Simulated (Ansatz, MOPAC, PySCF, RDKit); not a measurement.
Pair of molecules: CH4O (SMILES CO) (first 6 atoms) with C2H6O (SMILES COC); geometry from B3LYP-D3(BJ)/def2-TZVP, rigid monomers moved along the line of their centres of mass till H6···O8 is 2.13 Å.
(charge 0, multiplicity 1):
```xyz
15

C      0.1363    -0.0718    -0.2436
O      0.3762     0.9196     0.7360
H      0.7891    -0.9452    -0.1216
H      0.3425     0.3716    -1.2182
H     -0.9047    -0.4182    -0.2399
H      0.2018     0.5354     1.6109
C     -1.0984     0.4995     4.3047
O     -0.0688    -0.1725     3.6012
C      1.1602    -0.1910     4.3058
H     -0.8265     1.5428     4.5018
H     -1.3096     0.0007     5.2573
H     -1.9883     0.4731     3.6790
H      1.5171     0.8260     4.5041
H      1.8841    -0.7085     3.6795
H      1.0559    -0.7241     5.2575
```

Counterpoise-corrected where a basis set is named; no monomer relaxation. Rows marked so take none.

Frozen-core correlation. Rows in 6-31G* carry no dispersion term and start afresh at each structure (6-31G* with six Cartesian d functions). MP2/6-31G* freezes PySCF's default core. The state that AM1 reach isn't checked.

Run with Ansatz (Gaussian basis) for Hartree–Fock, density functionals and correlated methods; MOPAC for AM1 (differences of heats of formation); PySCF for 6-31G* rows, the dispersion terms; RDKit for the force fields. 

```json
[
 {"level": "MMFF94", "interaction energy (kJ/mol)": "-19.7"},
 {"level": "AM1", "interaction energy (kJ/mol)": "-10.2"},
 {"level": "PBE-D3(BJ)/def2-TZVPPD", "interaction energy (kJ/mol)": "-23.4"},
 {"level": "r2SCAN/def2-TZVPPD", "interaction energy (kJ/mol)": "-21.0"},
 {"level": "B3LYP-D4/def2-TZVPPD", "interaction energy (kJ/mol)": "-23.4"},
 {"level": "M06-2X/6-31G* (no counterpoise)", "interaction energy (kJ/mol)": "-27.7"},
 {"level": "wB97X-V/def2-TZVPPD", "interaction energy (kJ/mol)": "___"},
 {"level": "MP2/6-31G*", "interaction energy (kJ/mol)": "-21.1"},
 {"level": "SCS-MP2/aug-cc-pVDZ", "interaction energy (kJ/mol)": "-19.7"}
]
```

### Question
Complete the blanks.

### Answer

- wB97X-V/def2-TZVPPD, interaction energy (kJ/mol): -22.7

Ansatz is a program for electronic structure.
